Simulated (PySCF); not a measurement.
A structure optimised at PBE-D3(BJ)/def2-SVP, used in a PySCF frequency run:

```
O
C 1 1.4011
H 2 1.1142 1 110.69
H 2 1.1142 3 107.07 1 120.73
H 2 1.1150 3 107.38 4 115.07
Al 1 1.7018 2 136.84 3 -120.72
F 6 1.6775 1 120.91 2 0.00
N 6 1.7661 7 119.66 1 180.00
H 8 1.0205 6 124.84 7 0.00
H 8 1.0208 9 110.80 6 180.00
```

Task: Write its SMILES, formula and point group.

Result: C[O][Al]([NH2])[F], CH₅AlFNO, Cs

Task: What are its rotational constants (standard atomic weights)?

Result: 6.0190, 2.6515, 1.8626 GHz
